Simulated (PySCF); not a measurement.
ClMg (SMILES [Mg][Cl]), doublet, at a GFN2-xTB geometry (such geometries of metal compounds can be far from the true shape) (the spin is typed, not shown lowest); PySCF with DF-BLYP/cc-pVQZ.

The PySCF input:
```python
from pyscf import gto, scf, dft

mol = gto.M(
    atom='''
Mg   -0.00000000   -0.00000000   -1.26784659
Cl    0.00000000    0.00000000    0.89495053
''',
    basis='cc-pvqz',
    spin=1,
    verbose=4,
)

mf = dft.UKS(mol)
mf.xc = 'blyp'
mf = mf.density_fit(auxbasis='def2-universal-jkfit')
mf.kernel()
```

The log (banner, timings and long lists left out):

```
PySCF version 2.14.0

[INPUT] verbose = 4
[INPUT] num. atoms = 2
[INPUT] num. electrons = 29
[INPUT] charge = 0
[INPUT] spin (= nelec alpha-beta = 2S) = 1
[INPUT] symmetry False subgroup None
[INPUT] Mole.unit = angstrom
[INPUT] Symbol           X                Y                Z      unit          X                Y                Z       unit  Magmom
[INPUT]  1 Mg     0.000000000000   0.000000000000  -1.267846590000 AA    0.000000000000   0.000000000000  -2.395882823064 Bohr   0.0
[INPUT]  2 Cl     0.000000000000   0.000000000000   0.894950530000 AA    0.000000000000   0.000000000000   1.691211396734 Bohr   0.0

nuclear repulsion = 49.9132119371788
number of shells = 28
number of NR pGTOs = 177
number of NR cGTOs = 118
basis = cc-pvqz
ecp = {}

******** <class 'pyscf.df.df_jk.DFUKS'> ********
method = DFUKS
initial guess = minao
damping factor = 0
level_shift factor = 0
DIIS = <class 'pyscf.scf.diis.CDIIS'>
diis_start_cycle = 1
diis_space = 8
diis_damp = 0
SCF conv_tol = 1e-09
SCF conv_tol_grad = None
SCF max_cycles = 50
direct_scf = False
number electrons alpha = 15  beta = 14
XC library pyscf.dft.libxc version 7.1.2
    S. Lehtola, C. Steigemann, M. J. T. Oliveira, and M. A. L. Marques,  SoftwareX 7, 1–5 (2018)
XC functionals = blyp
    A. D. Becke,  Phys. Rev. A 38, 3098 (1988)
    C. Lee, W. Yang, and R. G. Parr,  Phys. Rev. B 37, 785 (1988)
    B. Miehlich, A. Savin, H. Stoll, and H. Preuss,  Chem. Phys. Lett. 157, 200 (1989)
radial grids:
    Treutler-Ahlrichs [JCP 102, 346 (1995); DOI:10.1063/1.469408] (M4) radial grids

becke partition: Becke, JCP 88, 2547 (1988); DOI:10.1063/1.454033
pruning grids: <function nwchem_prune>
grids dens level: 3
symmetrized grids: False
atomic radii adjust function: <function treutler_atomic_radii_adjust>
small_rho_cutoff = 0
Set gradient conv threshold to 3.16228e-05
tot grids = 37464
init E= -660.40271972157

cycle= 1 E= -660.309805100772  delta_E= 0.0929  |g|= 0.262  |ddm|= 1.19
cycle= 2 E= -660.061496776162  delta_E= 0.248  |g|= 0.667  |ddm|= 0.906
cycle= 3 E= -660.3590648861  delta_E= -0.298  |g|= 0.0402  |ddm|= 0.59
cycle= 4 E= -660.359399142249  delta_E= -0.000334  |g|= 0.0284  |ddm|= 0.068
cycle= 5 E= -660.359874610008  delta_E= -0.000475  |g|= 0.00439  |ddm|= 0.0225
cycle= 6 E= -660.359886838269  delta_E= -1.22e-05  |g|= 0.000553  |ddm|= 0.00681
cycle= 7 E= -660.359887073897  delta_E= -2.36e-07  |g|= 0.000153  |ddm|= 0.00157
cycle= 8 E= -660.359887097237  delta_E= -2.33e-08  |g|= 1.21e-05  |ddm|= 0.00028
cycle= 9 E= -660.359887097333  delta_E= -9.55e-11  |g|= 1.88e-06  |ddm|= 1.78e-05
Extra cycle  E= -660.35988709733  delta_E= 2.73e-12  |g|= 2.82e-06  |ddm|= 4.81e-06
converged SCF energy = -660.35988709733  <S^2> = 0.75043283  2S+1 = 2.0004328
```
